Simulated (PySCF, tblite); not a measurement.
Species: C6H8ClFO.
Numbering: `[CH3:1][C@@H:2]1[CH2:3][O:4][CH:5]=[C:6]([Cl:7])[C@H:8]1[F:9]` (hydrogens: H10, H11, H12 on C1; H13 on C2; H14, H15 on C3; H16 on C5; H17 on C8)

Computed with GFN2-xTB (tblite), gas phase: Langevin dynamics at 300 K from the optimised GFN2-xTB geometry, time step 0.5 fs, friction 0.01 fs⁻¹, 2000 steps. Over the second half of the run the saved frames average 319 K.

Frame at 250 fs, instantaneous temperature 310 K:
```
atom  x, y, z in Å
C1     -1.690    1.043    0.046
C2     -0.995   -0.085   -0.682
C3     -0.883   -1.305    0.252
O4     -0.018   -1.138    1.383
C5      1.064   -0.369    1.191
C6      1.381    0.272    0.045
Cl7     2.908    1.089   -0.252
C8      0.469    0.296   -1.118
F9      0.877   -0.599   -2.093
H10    -1.802    1.989   -0.577
H11    -1.173    1.300    0.974
H12    -2.663    0.805    0.433
H13    -1.553   -0.281   -1.560
H14    -1.940   -1.458    0.646
H15    -0.539   -2.233   -0.275
H16     1.631   -0.271    2.055
H17     0.442    1.196   -1.659
```

Frame at 425 fs, instantaneous temperature 253 K:
```
atom  x, y, z in Å
C1     -1.745    1.169    0.163
C2     -1.040    0.091   -0.616
C3     -0.805   -1.125    0.256
O4     -0.013   -0.894    1.400
C5      1.083   -0.169    1.254
C6      1.416    0.361    0.050
Cl7     2.896    1.241   -0.016
C8      0.423    0.309   -1.095
F9      0.751   -0.762   -1.936
H10    -1.183    2.076    0.121
H11    -1.789    0.784    1.208
H12    -2.768    1.345   -0.210
H13    -1.597   -0.291   -1.496
H14    -1.669   -1.589    0.716
H15    -0.289   -1.865   -0.423
H16     1.669   -0.152    2.125
H17     0.517    1.243   -1.724
```

Frame at 625 fs, instantaneous temperature 262 K:
```
atom  x, y, z in Å
C1     -2.017    1.024    0.330
C2     -1.081    0.050   -0.331
C3     -0.637   -1.094    0.614
O4      0.150   -0.643    1.696
C5      1.240    0.060    1.300
C6      1.439    0.456    0.015
Cl7     2.989    1.076   -0.529
C8      0.292    0.639   -0.894
F9      0.651    0.107   -2.080
H10    -1.463    1.621    1.095
H11    -2.835    0.512    0.832
H12    -2.436    1.847   -0.273
H13    -1.665   -0.417   -1.183
H14    -1.528   -1.434    1.206
H15    -0.056   -1.880    0.161
H16     2.135    0.155    1.926
H17     0.161    1.798   -0.986
```

Frame at 800 fs, instantaneous temperature 343 K:
```
atom  x, y, z in Å
C1     -2.090    1.172    0.446
C2     -1.181    0.105   -0.124
C3     -0.905   -0.976    0.934
O4      0.130   -0.783    1.809
C5      1.302   -0.187    1.370
C6      1.309    0.644    0.281
Cl7     2.760    1.455   -0.110
C8      0.190    0.629   -0.650
F9      0.559   -0.209   -1.756
H10    -1.526    1.990    0.867
H11    -2.634    0.781    1.348
H12    -2.783    1.564   -0.295
H13    -1.659   -0.304   -0.956
H14    -1.792   -0.990    1.549
H15    -0.720   -1.871    0.374
H16     2.078   -0.341    2.101
H17     0.067    1.619   -1.127
```

Frame at 1000 fs, instantaneous temperature 339 K:
```
atom  x, y, z in Å
C1     -2.093    1.921    0.434
C2     -1.400    0.537    0.044
C3     -1.390   -0.470    1.137
O4     -0.310   -0.439    2.084
C5      0.825    0.122    1.687
C6      1.095    0.660    0.478
Cl7     2.537    1.487    0.096
C8     -0.009    0.767   -0.550
F9      0.217   -0.130   -1.551
H10    -1.933    2.020    1.501
H11    -3.119    1.716    0.219
H12    -1.704    2.700   -0.156
H13    -2.025    0.012   -0.755
H14    -2.331   -0.471    1.719
H15    -1.458   -1.481    0.688
H16     1.542    0.065    2.551
H17    -0.058    1.701   -1.246
```

Problem. What do single points at PBE0/pcSseg-1 (PySCF, gas phase) give on these frames?

Solution. 
```tsv
t (fs)	GFN2-xTB E above start (eV)	DFT E above lowest frame (eV)	HOMO (eV)	LUMO (eV)	dipole (D)
250	0.45	0.00	-6.78	-0.28	3.00
425	0.55	0.12	-6.60	-0.18	2.71
625	0.81	0.34	-6.74	-0.21	2.77
800	0.69	0.31	-6.74	-0.64	2.57
1000	0.80	0.47	-6.63	-0.09	3.03
```

The two levels order the frames alike by energy but for pairs within 0.08 eV at one level; measured from each level's lowest frame they differ by 0.12 eV at most. The HOMO–LUMO gap runs from 6.10 to 6.54 eV. These are instantaneous structures, not minima.

Problem. And the isotropic GIAO shieldings (ppm) from the same runs?

Solution. 
```json
{"atom": "C1", "250 fs": "169.4", "425 fs": "176.4", "625 fs": "170.4", "800 fs": "162.6", "1000 fs": "165.8", "mean": "168.9", "range": "13.8"}
{"atom": "C2", "250 fs": "149.6", "425 fs": "153.3", "625 fs": "138.2", "800 fs": "153.3", "1000 fs": "143.5", "mean": "147.6", "range": "15.1"}
{"atom": "C3", "250 fs": "113.6", "425 fs": "116.3", "625 fs": "111.5", "800 fs": "117.8", "1000 fs": "120.8", "mean": "116.0", "range": "9.3"}
{"atom": "O4", "250 fs": "205.2", "425 fs": "195.0", "625 fs": "202.9", "800 fs": "207.1", "1000 fs": "202.9", "mean": "202.6", "range": "12.1"}
{"atom": "C5", "250 fs": "34.1", "425 fs": "28.3", "625 fs": "27.3", "800 fs": "22.5", "1000 fs": "29.8", "mean": "28.4", "range": "11.6"}
{"atom": "C6", "250 fs": "65.6", "425 fs": "69.0", "625 fs": "48.4", "800 fs": "64.0", "1000 fs": "76.2", "mean": "64.6", "range": "27.8"}
{"atom": "Cl7", "250 fs": "754.2", "425 fs": "789.7", "625 fs": "762.1", "800 fs": "783.2", "1000 fs": "787.2", "mean": "775.3", "range": "35.5"}
{"atom": "C8", "250 fs": "97.2", "425 fs": "91.1", "625 fs": "94.7", "800 fs": "94.6", "1000 fs": "88.1", "mean": "93.1", "range": "9.1"}
{"atom": "F9", "250 fs": "357.0", "425 fs": "317.1", "625 fs": "360.4", "800 fs": "306.6", "1000 fs": "340.8", "mean": "336.4", "range": "53.8"}
{"atom": "H10", "250 fs": "29.6", "425 fs": "31.4", "625 fs": "30.1", "800 fs": "30.6", "1000 fs": "30.6", "mean": "30.5", "range": "1.8"}
{"atom": "H11", "250 fs": "30.7", "425 fs": "29.9", "625 fs": "30.7", "800 fs": "30.0", "1000 fs": "30.4", "mean": "30.3", "range": "0.8"}
{"atom": "H12", "250 fs": "31.1", "425 fs": "29.9", "625 fs": "29.9", "800 fs": "29.8", "1000 fs": "31.6", "mean": "30.5", "range": "1.8"}
{"atom": "H13", "250 fs": "30.2", "425 fs": "29.5", "625 fs": "28.3", "800 fs": "30.6", "1000 fs": "28.4", "mean": "29.4", "range": "2.3"}
{"atom": "H14", "250 fs": "26.8", "425 fs": "27.7", "625 fs": "26.8", "800 fs": "28.0", "1000 fs": "27.3", "mean": "27.3", "range": "1.2"}
{"atom": "H15", "250 fs": "26.7", "425 fs": "26.6", "625 fs": "27.9", "800 fs": "27.6", "1000 fs": "27.0", "mean": "27.2", "range": "1.3"}
{"atom": "H16", "250 fs": "25.6", "425 fs": "25.0", "625 fs": "24.2", "800 fs": "24.5", "1000 fs": "24.1", "mean": "24.7", "range": "1.5"}
```

The cost below is that of the whole dynamics run. The run took 24 s of wall time on one thread, Intel Xeon Platinum 8488C (x86_64), no GPU, shared host, and the process peaked at 0.18 GiB of memory.
